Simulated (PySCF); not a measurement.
**WCl3: double against triple zeta**

Base calculation in PySCF with density fitting and no spin–orbit coupling, PBE0/def2-SVP (scalar-relativistic core potentials): quartet, D3h, W–Cl 2.269 Å (×3); wavenumbers 81, 96 (×2), 395, 417 (×2) cm⁻¹; polar-tensor charge of W 1.40 e, atomisation energy (no zero-point energy) 1290 kJ/mol.

What changes on going to PBE0/def2-TZVP (scalar-relativistic core potentials)?

The point group stays the same. Changes: mean bond to W -0.020 Å, highest wavenumber +4 cm⁻¹, lowest wavenumber -4 cm⁻¹, polar-tensor charge of W +0.02 e, atomisation energy (no zero-point energy) +11 kJ/mol. The new structure has W–Cl 2.249 Å (×3), with wavenumbers 77, 97 (×2), 400, 421 (×2) cm⁻¹. The larger basis shortens the bonds, as added polarisation functions usually do.

Spin–orbit coupling can matter for WCl₃ and is left out. Open d or f shells are single determinants, so the state found may not be the ground state. Only the bonding shown was studied: isomers, or loss of a ligand pair, can lie lower.
